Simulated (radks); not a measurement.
Isoelectronic series with 7 electrons, all held in the configuration [He] 2s2 2p3, which need not be the ground one along the series. All-electron calculation, non-relativistic Kohn-Sham, r2SCAN, spin-polarised, spherical densities, point nucleus; open shells are filled with parallel spins first; meta-GGA in the generalised Kohn-Sham scheme. Program: a radial shooting solver on a logarithmic mesh with Libxc functionals. Total energies (hartree) and orbital eigenvalues (Ry) (* marks an orbital that is empty in some or all of the ions):

ion    E (hartree)   2p down*      2p up    2s down      2s up    1s down
N        -54.58403   -0.23156   -0.65385   -1.11682   -1.56957  -28.42133
O+       -74.55949   -1.42765   -2.00653   -2.62276   -3.19838  -39.38316
F2+      -97.79862   -3.14963   -3.88182   -4.65657   -5.35031  -52.37850
Ne3+    -124.29559   -5.38463   -6.26878   -7.20396   -8.01331  -67.39142
Mg5+    -187.05304  -11.37526  -12.56182  -13.81977  -14.85604  -103.4465
Al6+    -223.31095  -15.12669  -16.46411  -17.88378  -19.03218  -124.4830
Si7+    -262.82069  -19.38071  -20.86887  -22.45033  -23.71029  -147.5234
P8+     -305.58183  -24.13667  -25.77550  -27.51876  -28.88986  -172.5668
S9+     -351.59405  -29.39413  -31.18357  -33.08862  -34.57055  -199.6125
Cl10+   -400.85713  -35.15277  -37.09280  -39.15961  -40.75210  -228.6601
Ar11+   -453.37091  -41.41236  -43.50294  -45.73148  -47.43434  -259.7092
K12+    -509.13526  -48.17272  -50.41383  -52.80407  -54.61713  -292.7595
Ca13+   -568.15007  -55.43371  -57.82535  -60.37724  -62.30038  -327.8109
Sc14+   -630.41529  -63.19523  -65.73738  -68.45090  -70.48401  -364.8631
Ti15+   -695.93084  -71.45721  -74.14986  -77.02497  -79.16795  -403.9160
V16+    -764.69667  -80.21956  -83.06272  -86.09938  -88.35216  -444.9696
